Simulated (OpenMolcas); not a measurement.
**Se⁴⁺: effect of the basis set**

| Item | Value |
| --- | --- |
| Program | OpenMolcas |
| Method | SS-CASPT2, IPEA 0.25 Eh, imaginary shift 0.1 Eh (closed shells correlated: 3d) |
| Active space | 2 electrons in 4 orbitals (4s 4p) |
| State averaging | 2S+1 = 3 even, 3 roots; 2S+1 = 1 even, 7 roots; 2S+1 = 3 odd, 3 roots; 2S+1 = 1 odd, 3 roots |
| Spin-orbit coupling | RASSI with atomic mean-field integrals over the reference wave functions, term energies averaged over their components |

A. ANO-RCC-VDZP [5s4p2d], DKH2, point nucleus; CASPT2 step of the order of 1.1 core-seconds
B. ANO-R1 [5s4p3d1f], X2C, finite nucleus; CASPT2 step of the order of 1.4 core-seconds
C. ANO-RCC-VTZP [6s5p3d1f], DKH2, point nucleus; CASPT2 step of the order of 2.1 core-seconds
D. ANO-RCC-VQZP [7s6p4d2f1g], DKH2, point nucleus; CASPT2 step roughly 2.4 core-seconds
E. ANO-R2 [6s6p4d3f1g], X2C, finite nucleus; CASPT2 step of the order of 2.6 core-seconds
F. ANO-R3 [7s6p5d4f2g], X2C, finite nucleus; CASPT2 step of the order of 11 core-seconds

Energies in cm-1 above 4s2 1S0, the measured ground level; measured values from the list in Rauch et al., Astron. Astrophys. 606, A105 (2017).

```
         Level       A       B       C       D       E       F  Measured
       4s2 1S0     0.0     0.0     0.0     0.0     0.0     0.0       0.0
   4s 4p 3P* 0   90007   84189   87121   87499   88435   89512     89749
   4s 4p 3P* 1   91174   85629   88569   88927   89834   90910     91350
   4s 4p 3P* 2   93700   88818   91740   92053   92928   94002     94960
   4s 4p 1P* 1  136606  128654  134220  133050  130588  131524    131733
       4p2 3P0  216309  200411  210278  210336  209541  212060    211794
       4p2 3P1  217820  202374  212225  212265  211468  213998    214091
4p2 3P2 [64 %]  219521  204363  213870  213726  212973  215367    218615
4p2 1D2 [64 %]  224311  209760  218496  218113  217413  219677    213203
       4p2 1S0  254668  239855  248907  247504  245570  247314    248787
```

Deviations, from unrounded energies. A percentage is the sum of absolute deviations over the sum of measured energies, with the sign that they share, or ± where signs differ.

```json
{"Against measurement": "mean absolute deviation (cm-1)", "Levels": "9", "A": "3600", "B": "7800", "C": "2700", "D": "2600", "E": "2700", "F": "1500"}
{"Against measurement": "other configurations (%)", "Levels": "9", "A": "±2.2", "B": "-4.6", "C": "±1.6", "D": "±1.5", "E": "±1.6", "F": "±0.9"}
```

F lies closest to measurement on these levels and B furthest from it. The largest miss of F in the table is 4p2 1D2 [64 %], by +6500 cm-1. The ranking rests on the paired levels alone, and a cruder setting can come out closer through cancelling errors.

Among A to F the level of the table that moves most is 4p2 3P0, by 16000 cm-1 (lowest in B, highest in A).

Over all roots computed the reference weight is 0.94 to 1.00 in A, 0.92 to 0.98 in B, 0.94 to 0.99 in C, 0.93 to 0.99 in D, 0.92 to 0.97 in E, 0.92 to 0.97 in F; the roots of lowest weight are the least certain, and an intruder state may touch them. Some levels mix across a computed gap that differs much from the measured one, so their mixing is not that of the real levels. The ¹D term of p² mixes with s d, which this space lacks. The basis is small and was not contracted for so high a charge (holds for A; B). Computed and measured levels are paired by configuration, term and J; levels that our copy of the source lacks, or whose pairing is in doubt (as where it misses far off the trend of its configuration), stay unpaired and out of the deviations. Levels of configurations outside the active space are missing.

A share in square brackets marks a mixed level and gives the weight of the term that names it, the lowest over the columns. * marks odd parity.
